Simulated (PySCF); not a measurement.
C$_{4}$H$_{5}$ (SMILES C=[C]C=C), doublet, geometry from GFN2-xTB; PySCF with TPSS/6-31G.

Input for PySCF:
```python
from pyscf import gto, scf, dft

mol = gto.M(
    atom='''
C     0.846922    1.666202   -0.087472
C     0.098797    0.626242    0.042347
C    -0.689093   -0.455535    0.180704
C    -0.314503   -1.747230   -0.104834
H     1.478742    2.032736    0.712299
H     0.890577    2.241590   -1.004097
H    -1.695126   -0.277397    0.547122
H     0.671379   -1.971071   -0.469908
H    -0.998312   -2.563934    0.030112
''',
    basis='6-31g',
    charge=0,
    spin=1,
    verbose=4,
)

mf = dft.UKS(mol)
mf.xc = 'tpss'
mf.kernel()
```

It wrote (shortened):

```
PySCF version 2.14.0

[INPUT] verbose = 4
[INPUT] num. atoms = 9
[INPUT] num. electrons = 29
[INPUT] charge = 0
[INPUT] spin (= nelec alpha-beta = 2S) = 1
[INPUT] symmetry False subgroup None
[INPUT] Mole.unit = angstrom
[INPUT] Symbol           X                Y                Z      unit          X                Y                Z       unit  Magmom
[INPUT]  1 C      0.846922000000   1.666202000000  -0.087472000000 AA    1.600450628869   3.148665448203  -0.165298123568 Bohr   0.0
[INPUT]  2 C      0.098797000000   0.626242000000   0.042347000000 AA    0.186699271929   1.183425867700   0.080024232197 Bohr   0.0
[INPUT]  3 C     -0.689093000000  -0.455535000000   0.180704000000 AA   -1.302197044355  -0.860836390154   0.341481069613 Bohr   0.0
[INPUT]  4 C     -0.314503000000  -1.747230000000  -0.104834000000 AA   -0.594324535354  -3.301786176624  -0.198107548543 Bohr   0.0
[INPUT]  5 H      1.478742000000   2.032736000000   0.712299000000 AA    2.794417388892   3.841314323544   1.346050028802 Bohr   0.0
[INPUT]  6 H      0.890577000000   2.241590000000  -1.004097000000 AA    1.682946622837   4.235991183564  -1.897468332497 Bohr   0.0
[INPUT]  7 H     -1.695126000000  -0.277397000000   0.547122000000 AA   -3.203323886629  -0.524204357776   1.033910736724 Bohr   0.0
[INPUT]  8 H      0.671379000000  -1.971071000000  -0.469908000000 AA    1.268722435784  -3.724784362073  -0.887997423742 Bohr   0.0
[INPUT]  9 H     -0.998312000000  -2.563934000000   0.030112000000 AA   -1.886536266867  -4.845133061461   0.056903433063 Bohr   0.0

nuclear repulsion = 96.6892875788786
number of shells = 30
number of NR pGTOs = 108
number of NR cGTOs = 46
basis = 6-31g
ecp = {}

******** <class 'pyscf.dft.uks.UKS'> ********
method = UKS
initial guess = minao
damping factor = 0
level_shift factor = 0
DIIS = <class 'pyscf.scf.diis.CDIIS'>
diis_start_cycle = 1
diis_space = 8
diis_damp = 0
SCF conv_tol = 1e-09
SCF conv_tol_grad = None
SCF max_cycles = 50
direct_scf = True
direct_scf_tol = 1e-13
number electrons alpha = 15  beta = 14
XC library pyscf.dft.libxc version 7.1.2
    S. Lehtola, C. Steigemann, M. J. T. Oliveira, and M. A. L. Marques,  SoftwareX 7, 1–5 (2018)
XC functionals = tpss
    J. Tao, J. P. Perdew, V. N. Staroverov, and G. E. Scuseria,  Phys. Rev. Lett. 91, 146401 (2003)
    J. P. Perdew, J. Tao, V. N. Staroverov, and G. E. Scuseria,  J. Chem. Phys. 120, 6898 (2004)
    J. Tao, J. P. Perdew, V. N. Staroverov, and G. E. Scuseria,  Phys. Rev. Lett. 91, 146401 (2003)
    J. P. Perdew, J. Tao, V. N. Staroverov, and G. E. Scuseria,  J. Chem. Phys. 120, 6898 (2004)
radial grids:
    Treutler-Ahlrichs [JCP 102, 346 (1995); DOI:10.1063/1.469408] (M4) radial grids

becke partition: Becke, JCP 88, 2547 (1988); DOI:10.1063/1.454033
pruning grids: <function nwchem_prune>
grids dens level: 3
symmetrized grids: False
atomic radii adjust function: <function treutler_atomic_radii_adjust>
small_rho_cutoff = 0
Set gradient conv threshold to 3.16228e-05
tot grids = 105512
init E= -155.644039638081

cycle= 1 E= -155.276386454771  delta_E= 0.368  |g|= 0.266  |ddm|= 2.13
cycle= 2 E= -155.260751349106  delta_E= 0.0156  |g|= 0.318  |ddm|= 0.649
cycle= 3 E= -155.314902378629  delta_E= -0.0542  |g|= 0.0996  |ddm|= 0.412
cycle= 4 E= -155.321084400825  delta_E= -0.00618  |g|= 0.0146  |ddm|= 0.147
cycle= 5 E= -155.321287585008  delta_E= -0.000203  |g|= 0.00899  |ddm|= 0.0366
cycle= 6 E= -155.321338692502  delta_E= -5.11e-05  |g|= 0.00459  |ddm|= 0.0156
cycle= 7 E= -155.321358962425  delta_E= -2.03e-05  |g|= 0.00179  |ddm|= 0.0099
cycle= 8 E= -155.321361357561  delta_E= -2.4e-06  |g|= 0.000747  |ddm|= 0.00286
cycle= 9 E= -155.321362002387  delta_E= -6.45e-07  |g|= 0.000164  |ddm|= 0.00167
cycle= 10 E= -155.321362096528  delta_E= -9.41e-08  |g|= 5.33e-05  |ddm|= 0.000844
cycle= 11 E= -155.321362103286  delta_E= -6.76e-09  |g|= 1.72e-05  |ddm|= 0.000233
cycle= 12 E= -155.321362103793  delta_E= -5.06e-10  |g|= 6.32e-06  |ddm|= 6.25e-05
Extra cycle  E= -155.321362103778  delta_E= 1.48e-11  |g|= 9.27e-06  |ddm|= 1.87e-05
converged SCF energy = -155.321362103778  <S^2> = 0.7721278  2S+1 = 2.0220067
```
